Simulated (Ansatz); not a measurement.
C4H9Cl3Ge (`CC(C)[CH2][Ge]([Cl])([Cl])[Cl]`), relaxed with RKS PBE0-D4/def2-TZVP in the Gaussian-basis code of Ansatz from a PBE-D4/def2-SVP geometry. The force threshold is 0.005 eV/Å; the program also tests the step.

Charge 0, multiplicity 1.

Start:

```xyz
17

C     1.898    0.804   -0.445
C     0.714   -0.084   -0.032
C     0.569   -0.142    1.494
C    -0.569    0.410   -0.722
Ge   -2.134   -0.750   -0.500
Cl   -3.598   -0.362   -2.053
Cl   -3.140   -0.470    1.404
Cl   -1.566   -2.842   -0.629
H     2.841    0.440    0.012
H     1.746    1.852   -0.110
H     2.038    0.817   -1.545
H     0.915   -1.115   -0.399
H     0.316    0.857    1.908
H    -0.226   -0.845    1.815
H     1.516   -0.473    1.966
H    -0.882    1.408   -0.345
H    -0.439    0.495   -1.821
```

(1) By how much does the energy fall, and how many steps does the optimiser take? (Best estimate.)

(2) Which bonds change most? (An estimate is asked.)

(3) Give the relaxed structure. (An estimate is asked.)

Answers

(1) Computed: 1.86 kcal/mol, in 9 steps, 1 of them rejected.

(2) Computed: Ge5–Cl7 from 2.172 to 2.140 Å; Ge5–Cl8 from 2.172 to 2.141 Å; Ge5–Cl6 from 2.169 to 2.140 Å; C4–Ge5 from 1.960 to 1.942 Å.

(3) The calculation gave: 
```xyz
17

C     1.874    0.825   -0.434
C     0.719   -0.090   -0.048
C     0.580   -0.185    1.464
C    -0.563    0.404   -0.714
Ge   -2.121   -0.730   -0.477
Cl   -3.515   -0.424   -2.071
Cl   -3.182   -0.350    1.342
Cl   -1.599   -2.806   -0.479
H     2.812    0.469    0.000
H     1.703    1.842   -0.069
H     2.001    0.875   -1.518
H     0.935   -1.092   -0.435
H     0.314    0.786    1.893
H    -0.188   -0.902    1.764
H     1.521   -0.504    1.916
H    -0.851    1.391   -0.337
H    -0.440    0.491   -1.797
```
